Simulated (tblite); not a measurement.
Compound: C5H11BFP.
Numbering: `[BH3-:1][P@+:2]1([CH:3]=[CH2:4])[CH2:5][C@H:6]([F:7])[CH2:8]1` (hydrogens: H9, H10, H11 on B1; H12 on C3; H13, H14 on C4; H15, H16 on C5; H17 on C6; H18, H19 on C8)
Bond orders are those of one Lewis drawing.

Computed with GFN2-xTB (tblite), gas phase: L-BFGS steps from a force-field or distance-geometry start until the largest atomic force falls under 0.01 eV/Å.

Geometry at step 13:
```
atom  x, y, z in Å
B1      0.2569    2.2695   -0.2767
P2      0.0857    0.3754   -0.0191
C3      1.5446   -0.7219    0.0214
C4      2.7133   -0.2704   -0.4210
C5     -1.1790   -0.4660   -1.1079
C6     -1.5596   -1.3691    0.0622
F7     -2.8889   -1.7065    0.1106
C8     -1.0993   -0.4346    1.1816
H9     -0.8531    2.6547   -0.1513
H10     1.0085    2.6949    0.5216
H11     0.6658    2.3583   -1.3828
H12     1.4194   -1.7015    0.4769
H13     3.6309   -0.8457   -0.3751
H14     2.7758    0.7215   -0.8495
H15    -0.9299   -0.9512   -2.0529
H16    -1.9423    0.2985   -1.2857
H17    -1.0120   -2.3165    0.0392
H18    -0.7697   -0.8820    2.1197
H19    -1.8770    0.3018    1.3965
```

Q: What forces act on the atoms?

A: 
| atom | Fx (eV/Å) | Fy (eV/Å) | Fz (eV/Å) |
| --- | --- | --- | --- |
| B1 | 0.002 | -0.047 | 0.020 |
| P2 | 0.162 | 0.002 | -0.066 |
| C3 | -0.030 | 0.062 | -0.007 |
| C4 | -0.148 | -0.062 | 0.060 |
| C5 | 0.106 | 0.030 | -0.024 |
| C6 | -0.070 | 0.036 | -0.022 |
| F7 | -0.151 | -0.009 | 0.034 |
| C8 | 0.047 | 0.041 | -0.017 |
| H9 | -0.196 | 0.075 | 0.008 |
| H10 | 0.147 | 0.016 | 0.227 |
| H11 | 0.056 | -0.016 | -0.233 |
| H12 | 0.112 | 0.118 | -0.094 |
| H13 | -0.205 | 0.055 | -0.034 |
| H14 | 0.041 | -0.114 | 0.077 |
| H15 | 0.122 | 0.068 | 0.149 |
| H16 | -0.046 | -0.175 | -0.010 |
| H17 | -0.002 | -0.014 | 0.053 |
| H18 | 0.095 | -0.007 | -0.147 |
| H19 | -0.041 | -0.059 | 0.026 |

The largest, 0.27 eV/Å, acts on H10; the rms over all components is 0.094 eV/Å. The forces sum to zero within rounding, as they must for an isolated molecule in no field.

Q: Give the force on H10 in Eh/bohr and in nN.

A: 0.271 eV/Å ÷ 51.422 = 0.00527 Eh/bohr, and 0.271 eV/Å × 1.602 = 0.43 nN.

Q: How far is this geometry from the end of the optimisation?

A: 0.085 eV above it, and 0.239 Å rms away after alignment. The bonds farthest from their final lengths, with half the difference of the two atoms' forces along the bond (positive lengthens):

```csv
bond,now (Å),final (Å),force along bond (eV/Å)
B1–H10,1.176,1.190,+0.13
P2–C3,1.826,1.814,-0.09
B1–H11,1.183,1.190,+0.13
B1–H9,1.182,1.189,+0.11
C5–C6,1.526,1.532,+0.02
C4–H13,1.084,1.079,-0.06
```

The angle farthest from its final value is B1–P2–C5, 115.2° against 123.1°.

Of the 2 listed bonds off by 0.010 Å or more, this force points towards the final length in 2.
